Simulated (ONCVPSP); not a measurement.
**Mn: one change to an ONCV potential, before and after**

```
Element                 : manganese
Generator               : ONCVPSP 4.0.1
Type                    : optimised norm-conserving Vanderbilt (ONCV)
Functional              : PBE
Relativity              : fully relativistic
Frozen core             : [Ar]
Valence charge          : 7
Reference configuration : 3d6 4s1
Partial waves           : 4s: rc 2.65 bohr, ncon 4, nbas 9, qcut 2.5 1/bohr, 2 projectors, debl 1.8 Ha; p scattering state at 0.09 Ha: rc 2.45 bohr, ncon 4, nbas 9, qcut 3.3 1/bohr, 2 projectors, debl 3.4 Ha; 3d: rc 1.50 bohr, ncon 3, nbas 8, qcut 10.1 1/bohr, 2 projectors, debl 4 Ha
Local potential         : polynomial inside 1.20 bohr (lpopt 5, dvloc0 0 Ha)
Core correction         : none
```

Open shells are filled in proportion to 2j + 1.

All-electron outer shells of the reference configuration (PBE, scalar-relativistic, ld1.x):

```tsv
shell	level (eV)	outermost node (bohr)	outermost maximum (bohr)
3p	-50.47	0.31	0.75
4s	-4.13	1.06	2.63
3d	-3.37	–	0.77
```

Change: local potential polynomial inside 1.20 bohr (lpopt 5, dvloc0 3 Ha).

Cutoffs: the cutoffs (Ha) at which the residual kinetic energy of the hardest occupied pseudo-wave falls to 1 and 0.1 mHa per electron; they do not see the model core or the augmentation charge, which bear on the density cutoff. Errors are all-electron minus pseudo energies relative to the spin-unpolarised reference configuration.

Question: Predict the effect on cutoff, ghosts and configuration errors.

Answer: The potential gets neither clearly harder nor softer (39 Ha and 44 Ha → 39 Ha and 44 Ha); the bound ghost in s disappears; the lowest positive-energy flag moves from p3/2 at 102.5 eV to s at 31.0 eV; the errors of the 4 common tests hardly move; the range in which the s phases agree narrows (upper end 4.5 → 1.1). In the separable form a ghost depends on how the local part lies against the semilocal potential of the channel, so the choice of the local part can create or remove one.

| quantity | base | changed |
| --- | --- | --- |
| cutoff, loose | 39 Ha | 39 Ha |
| cutoff, tight | 44 Ha | 44 Ha |
| bound ghosts | s | none |
| GHOST(+) flags under 300 eV | p3/2 at 102.5 eV, p1/2 at 103.7 eV | s at 31.0 eV, p3/2 at 124.1 eV, p1/2 at 125.1 eV |
| error for 3d5 4s2, meV [ΔE 0.36 eV] | -45 | -42 |
| error for 3d5 4s1, meV [ΔE 8.77 eV] | -26 | -25 |
| error for 3d5 4s0, meV [ΔE 24.37 eV] | +74 | +76 |
| error for 3d5 4s1 4p1, meV [ΔE 4.22 eV] | -60 | -59 |
| s: phases at 2.69 bohr within 0.05 rad from the reference energy up to (Ha; the scan ends near 5) | 4.5 | 1.1 |
| p3/2: phases at 2.49 bohr within 0.05 rad from the reference energy up to (Ha; the scan ends near 5) | 3.6 | 4.0 |
| p1/2: phases at 2.49 bohr within 0.05 rad from the reference energy up to (Ha; the scan ends near 5) | 3.6 | 4.0 |
| d5/2: phases at 1.52 bohr within 0.05 rad from the reference energy up to (Ha; the scan ends near 5) | to the end of the scan | to the end of the scan |
| d3/2: phases at 1.52 bohr within 0.05 rad from the reference energy up to (Ha; the scan ends near 5) | to the end of the scan | to the end of the scan |

 A true bound ghost makes a file unfit for plane-wave use even where its test errors are small: the radial tests pick states by their node count and pass the ghost by.
